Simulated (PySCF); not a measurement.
Job file and geometry (Å, from GFN2-xTB) of an NMR shielding run on SMILES C[N+]([AlH2-][CH]=C)(C)C, C5H14AlN, GIAO PBE0/pcSseg-1 NMR shielding, non-relativistic, gas phase in PySCF 2.14.0, density-fitted response routines; density fitting, a coarse starting grid and PySCF grid level 2 are the driver's defaults:

```
$ OMP_NUM_THREADS=1 python probes_run.py task.json out

{"job": {"kind": "nmr", "xc": "PBE0", "basis": "pcSseg-1"}, "charge": 0, "multiplicity": 1}
C      3.303519     0.707448    -0.549605
C      2.029961     0.967190    -0.238076
Al     0.998212    -0.737080    -0.239996
N     -0.907290    -0.181938     0.286858
C     -1.700543    -1.399214     0.285074
C     -0.888000     0.407636     1.614010
C     -1.419232     0.756041    -0.696885
H      3.618790    -0.311017    -0.746596
H      4.088771     1.451943    -0.628580
H      1.812646     2.025521    -0.058549
H      1.262574    -1.762289     0.920532
H      0.667630    -1.397781    -1.627175
H     -1.263997    -2.104467     0.991364
H     -2.744195    -1.207508     0.555651
H     -1.657765    -1.846240    -0.707349
H     -1.894550     0.661846     1.963133
H     -0.432625    -0.301472     2.305039
H     -0.272542     1.305674     1.598664
H     -0.826300     1.668784    -0.667677
H     -1.311899     0.314107    -1.687703
H     -2.472086     0.999759    -0.517903
```

**Question.** What does the program print?

**Answer.** 
```
coarse grid: 16800 points
cycle   1  E = -495.5466107260  dE =  4.506e-01  |g| = 4.220e-01  |ddm| = 3.766e+00
cycle   2  E = -495.5448463734  dE =  1.764e-03  |g| = 4.458e-01  |ddm| = 8.504e-01
cycle   3  E = -495.5966741726  dE = -5.183e-02  |g| = 7.392e-02  |ddm| = 4.630e-01
cycle   4  E = -495.5977186349  dE = -1.044e-03  |g| = 4.028e-02  |ddm| = 8.521e-02
cycle   5  E = -495.5981247245  dE = -4.061e-04  |g| = 7.440e-03  |ddm| = 3.309e-02
cycle   6  E = -495.5981377107  dE = -1.299e-05  |g| = 2.679e-03  |ddm| = 8.960e-03
cycle   7  E = -495.5981393400  dE = -1.629e-06  |g| = 6.553e-04  |ddm| = 2.717e-03
final grid: 154136 points
cycle   8  E = -495.6382696954  dE = -4.506e-05  |g| = 9.144e-03  |ddm| = 3.094e-02
cycle   9  E = -495.6382648744  dE =  4.821e-06  |g| = 1.011e-02  |ddm| = 1.593e-02
cycle  10  E = -495.6382912667  dE = -2.639e-05  |g| = 1.014e-03  |ddm| = 8.739e-03
cycle  11  E = -495.6382914720  dE = -2.053e-07  |g| = 2.670e-04  |ddm| = 8.446e-04
cycle  12  E = -495.6382914866  dE = -1.464e-08  |g| = 8.557e-05  |ddm| = 2.443e-04
cycle  13  E = -495.6382914882  dE = -1.561e-09  |g| = 3.402e-05  |ddm| = 8.544e-05
cycle  14  E = -495.6382914884  dE = -2.741e-10  |g| = 4.930e-06  |ddm| = 2.802e-05
converged SCF energy = -495.6382914884

GIAO shielding tensors (ppm)
atom      isotropic    diamagn.    paramagn.     s11        s22        s33       span
  0 C       41.309     253.813    -212.504    -96.679     56.590    164.018    260.697
  1 C       29.262     258.650    -229.388   -111.235     18.456    180.566    291.802
  2 Al     418.472     799.861    -381.389    382.795    431.521    441.100     58.305
  3 N      228.207     322.403     -94.196    206.859    237.318    240.444     33.584
  4 C      139.741     248.259    -108.518    115.050    117.010    187.163     72.113
  5 C      139.798     249.127    -109.329    116.264    118.460    184.670     68.407
  6 C      139.755     249.649    -109.894    116.531    118.141    184.593     68.062
  7 H       25.636      31.568      -5.932     21.558     24.470     30.880      9.323
  8 H       24.882      28.471      -3.588     21.034     24.355     29.258      8.224
  9 H       24.571      32.383      -7.812     19.479     25.613     28.621      9.142
 10 H       27.656      33.112      -5.455     24.105     27.174     31.691      7.586
 11 H       27.652      33.079      -5.428     24.092     27.186     31.677      7.585
 12 H       28.793      30.803      -2.010     24.523     26.923     34.933     10.410
 13 H       29.777      29.947      -0.170     26.199     27.080     36.053      9.855
 14 H       28.780      30.834      -2.054     24.525     26.905     34.908     10.383
 15 H       29.665      30.668      -1.003     26.213     26.956     35.827      9.614
 16 H       28.834      31.448      -2.614     24.711     26.814     34.979     10.268
 17 H       28.828      32.113      -3.285     24.280     27.510     34.692     10.412
 18 H       28.841      32.436      -3.595     24.344     27.422     34.757     10.413
 19 H       28.770      31.781      -3.011     24.573     26.864     34.873     10.301
 20 H       29.668      30.977      -1.308     26.164     27.005     35.836      9.672
```

Size and cost of the density-fitted run: 196 basis functions, 72 s wall time on 1 thread of an Arm Neoverse N1, shared host; peak memory 0.88 GiB.
